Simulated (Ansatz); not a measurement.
Mulliken charges of FGaH4SSi (`F[SiH](S)[GaH2]`) from B3LYP/def2-TZVPP in Ansatz (PBE0-D4/def2-TZVP geometry).

```json
{"atom": "F1", "x (Å)": "-0.794", "y (Å)": "2.030", "z (Å)": "0.477", "charge (e)": "-0.315"}
{"atom": "Si2", "x (Å)": "0.245", "y (Å)": "0.962", "z (Å)": "-0.127", "charge (e)": "0.509"}
{"atom": "S3", "x (Å)": "1.732", "y (Å)": "0.414", "z (Å)": "1.305", "charge (e)": "-0.259"}
{"atom": "Ga4", "x (Å)": "-0.840", "y (Å)": "-1.098", "z (Å)": "-0.742", "charge (e)": "0.122"}
{"atom": "H5", "x (Å)": "1.039", "y (Å)": "1.673", "z (Å)": "-1.161", "charge (e)": "-0.077"}
{"atom": "H6", "x (Å)": "0.920", "y (Å)": "-0.371", "z (Å)": "2.035", "charge (e)": "0.118"}
{"atom": "H7", "x (Å)": "-1.650", "y (Å)": "-1.860", "z (Å)": "0.368", "charge (e)": "-0.048"}
{"atom": "H8", "x (Å)": "-0.651", "y (Å)": "-1.750", "z (Å)": "-2.156", "charge (e)": "-0.050"}
```

Problem. By hand: the dipole of these point charges (1 e Å = 4.8032 D).

Solution. Σ q r = (-0.036, -0.387, -0.224) e Å, of length 0.449 e Å = 2.16 D.

Problem. How does the dipole of the full density compare? (Best estimate.)

Solution. Computed: (-0.057, -0.230, -0.112) e Å, 1.26 D; the point charges give 1.71 times that, at 9° from its direction.

Point charges leave out the atoms' own dipoles, such as those of lone pairs, and Mulliken's split depends on the basis, so the two needn't agree.

B3LYP here is the variant with VWN-RPA as its local correlation; programs differ in this.
